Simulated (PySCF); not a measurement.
How methods differ on the electron affinity of Tc

Tc⁻ [Kr] 4d6 5s2 [4d3/2^4 4d5/2^2, M_J = 4] → Tc [Kr] 4d5 5s2 [4d3/2^4 4d5/2^1, M_J = 5/2], as a difference of total energies. Calculation: PySCF 2.14, in x2c-TZVPall-2c with one added diffuse shell each of s, p, d type (9s10p8d1f, 86 functions); the two-component X2C-1e Hamiltonian. Correlated levels: [Ar] 3d10 frozen; the 6 highest virtual spinors dropped. "Screened" scales the spin-orbit matrix elements by Boettger's factors to mimic the two-electron term; Breit and QED terms are absent.

```
                    method  electron affinity (eV)
           GHF (spin-free)                  -1.039
          GMP2 (spin-free)                  -0.299
 GHF (screened spin-orbit)                  -0.961
GMP2 (screened spin-orbit)                  -0.213
```

The labels give the starting determinants; with spin-orbit coupling the two ends relaxed to ⟨J²⟩ = 20.31, ⟨L²⟩ = 6.05, ⟨S²⟩ = 6.29 and ⟨J²⟩ = 8.79, ⟨L²⟩ = 0.02, ⟨S²⟩ = 8.78.

A negative affinity means that the anion lies above the atom at that level of theory.

The determinant of Tc⁻ mixes levels of different J (the jj label is only the starting occupation), so the difference between spin-free and spin-orbit rows is not the physical spin-orbit shift.
